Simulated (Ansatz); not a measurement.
Input for Ansatz (an electronic-structure program): U-CCSDT(Q)/cc-pVDZ on O2 (SMILES O=O), 2S+1 = 3, a spin state set in the input, which need not be the lowest.

Ansatz 0.2 input:
```yaml
crystal:
  periodic: [false, false, false]
  atoms:
    - {symbol: O, position_ang: [-0.00000000, -0.00000000, -0.60212665]}
    - {symbol: O, position_ang: [0.00000000, 0.00000000, 0.60212665]}
basis:
  gaussian:
    orbitals: cc-pVDZ
magnetization: {spin_polarized: true, initial_magnetization: 2}
correlation: {method: ccsdt_q, electrons: outside_noble_gas}
scf: {omitted_lower_state_checks: [cluster_reference]}
```

### Question
Give the final energy of this run.

### Answer
-149.9877 hartree (reference determinant -149.6283, T1 diagnostic 0.013).

### Question
How many basis functions does it have, and what does it roughly cost on one machine?

### Answer
28 functions; about 6 core-seconds (a rough figure).
